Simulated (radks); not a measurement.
The numbers below are computed, except where a source is named.
Task: The table gives one normalised radial function P(r) = r R(r) (large component) of Ba in [Kr] 4d10 5s2 5p5.5 6s2 6p0.5 (r in bohr). Code: a radial shooting solver on a logarithmic mesh with Libxc functionals. Model: Dirac Kohn-Sham, OLYP, spin-unpolarised, spherical densities, point nucleus; open shells are shared between the two j in proportion to 2j + 1.

r            P
0.0008972   0.0001
0.001236    0.0002
0.001702    0.0003
0.002343    0.0005
0.003227    0.0010
0.004444    0.0018
0.00612     0.0032
0.008428    0.0056
0.01151     0.0094
0.01586     0.0155
0.02184     0.0243
0.03007     0.0356
0.04141     0.0468
0.05703     0.0519
0.07853     0.0411
0.1082      0.0068
0.1489     -0.0433
0.2051     -0.0754
0.2825     -0.0455
0.389       0.0452
0.5357      0.1130
0.7377      0.0606
1.016      -0.0901
1.399      -0.1931
1.911      -0.1269
2.632       0.0951
3.625       0.3362
4.992       0.4547
6.874       0.3716
9.467       0.2255
13.04       0.0950
17.95       0.0220

Which n and l does it have? It may be an empty orbital.

Result: n = 6, l = 1: the number of nodes gives n - l - 1 = 4, the rise at small r points to l (this Dirac orbital starts as r^gamma with gamma = sqrt((l + 1)^2 - (Z/c)^2) = 1.96; the j = 3/2 orbital of l + 1 starts with the same power, but with a smaller coefficient, and then steepens), and the extent must fit the shell. The curve is that of 6p3/2; the two j differ most near the nucleus, where j = l - 1/2 has the larger amplitude, and in heavy atoms j = l - 1/2 is also the more compact. 6p3/2: eigenvalue -1.484 eV, 4 radial nodes at r = 0.113, 0.336, 0.848, 2.33 bohr, <r> = 6.28 bohr, 90 % of the charge inside 9.56 bohr.
